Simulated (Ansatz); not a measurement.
Ideal-gas functions of `C[O][Ti]([F])([F])[Br]` at 800 K and 1 bar, from an Ansatz frequency run at PBE0-D4/def2-TZVP.

Molar mass 196.8 g/mol, point group Cs (symmetry number 1), electronic degeneracy 1, moments of inertia 259.684, 469.776, 570.149 u Å². Harmonic wavenumbers (cm⁻¹, unscaled): 38, 40, 55, 136, 153, 199, 212, 236, 366, 633, 752, 784, 1165, 1169, 1234, 1473, 1480, 1483, 3039, 3122, 3125.

Use S(trans) = R[1.5 ln M + 2.5 ln T − 1.1517]; rotational temperatures θ = 24.2544 K / I; S(rot) = R[ln(√π/σ · √(T³/θAθBθC)) + 1.5]; for each mode x = 1.438777 ν̃/T, S = R[x/(eˣ − 1) − ln(1 − e⁻ˣ)] and H = RT x/(eˣ − 1); 1 cm⁻¹ = 0.0119627 kJ/mol; R = 8.31446 J/(mol·K).

Task: By hand: the entropy, in J/(mol·K).

Result: Translation 195.2. Rotation: θ = 0.0934, 0.0516, 0.0425 K, giving 135.9. Vibration, mode by mode: 30.63, 30.20, 27.55, 20.04, 19.07, 16.90, 16.38, 15.50, 11.94, 7.67, 6.41, 6.11, 3.54, 3.52, 3.21, 2.29, 2.26, 2.25, 0.23, 0.20, 0.20, in all 226.1. Electronic 0.0. Sum 557.2 J/(mol·K).

Task: By hand: H − E and G − E in kJ/mol, counted from the electronic energy.

Result: Zero-point energy ½ × 20894 × 0.0119627 = 125.0; thermal vibration 71.7; translation, rotation and pV give 4 RT = 26.6. H − E = 223.3 kJ/mol, and G − E = 223.3 − 800 × 557.2/1000 = -222.5 kJ/mol.

Vibration gives 41 % of the entropy, 108.4 J/(mol·K) of it from the modes under 150 cm⁻¹: soft modes count most, and the harmonic formula is weakest for them. The sum counts one conformer and one mirror image; others add a mixing term.
